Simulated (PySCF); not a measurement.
Mapped SMILES: `[CH3:1][C+:2]([CH2:3][F:4])[CH2:5][CH:6]1[CH2:7][CH2:8]1`; H(Xn) means a hydrogen on atom n. Ha(C7), Ha(C8) are cis to C5 on the ring; Hb(C7), Hb(C8) are trans to C5 on the ring.

Geometry: PBE0-D3(BJ)/def2-SVP; GIAO absolute shieldings from PySCF, gas phase, non-relativistic, averaged over equivalent atoms.

At PBE0/pcSseg-1 (196 basis functions, 55 s wall time on 1 thread of an Arm Neoverse N1, shared host):
```
        atoms  σ (ppm)
           C2   -161.0
           C3     86.5
           C5    114.7
           C1    143.1
        C7/C8    175.4
           C6    176.7
           F4    383.9
        H(C3)    24.90
        H(C5)    26.72
        H(C1)    27.28
Hb(C7)/Hb(C8)    29.72
        H(C6)    30.37
Ha(C7)/Ha(C8)    30.60
```

Q: Estimate the result of repeating the calculation with wB97X-D/pcSseg-1.

A: 
```csv
atoms,σ at wB97X-D/pcSseg-1,change
C2,-163.2,-2.2
C3,87.5,+1.0
C5,117.0,+2.3
C1,144.0,+0.9
C7/C8,176.2,+0.8
C6,178.6,+1.9
F4,393.6,+9.7
H(C3),25.09,+0.19
H(C5),26.93,+0.21
H(C1),27.42,+0.14
Hb(C7)/Hb(C8),29.88,+0.16
H(C6),30.53,+0.16
Ha(C7)/Ha(C8),30.73,+0.13
```

The largest change is at F4 (fluorine on an sp3 carbon). Cost: 196 basis functions, 67 s wall time on 1 thread of an Arm Neoverse N1, shared host. The order of the carbon signals is the same at both levels.
